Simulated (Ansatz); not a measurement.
`C[SiH](F)S[SiH](O)O` + `[SiH3]S` → `C[SiH](F)[SiH2]S` + `O[SiH](O)S`  (formal exchange of groups at the Si–S bond)

Isolated molecules relaxed with PBE0-D4/def2-TZVP in Ansatz; ΔE leaves out vibrations. CBS: MP2 limit from def2 TZ/QZ plus the TZ coupled-cluster correction, frozen cores. DFT in def2-TZVPP. One conformer a species, not always the lowest.

```
             level  ΔE (kJ/mol)  difference from CCSD(T)/CBS
            PBE-D4         83.3                        -10.3
           PBE0-D4         87.0                         -6.6
           ωB97X-V         91.7                         -1.9
            B2PLYP         92.8                         -0.8
               PBE         80.5                        -13.1
            r2SCAN         93.5                         -0.1
     HF/def2-TZVPP         93.0                         -0.6
SCS-MP2/def2-QZVPP         99.0                          5.4
      HF/CBS(def2)         92.9                         -0.7
     MP2/CBS(def2)        103.3                          9.7
       CCSD(T)/CBS         93.6                            0
```

Largest T1 diagnostic among the species: 0.012.

The D4 term adds +4.7 kJ/mol with B3LYP and +2.3 kJ/mol with PBE0; it sums over pairs of atoms, weighted by their polarisabilities, and B3LYP, whose exchange is more repulsive, gets the larger term. From PBE to PBE0 (25 % exact exchange), in def2-TZVPP and without D4, ΔE moves by +4.2 kJ/mol.

B3LYP here is the variant with VWN-RPA as its local correlation; programs differ in this.
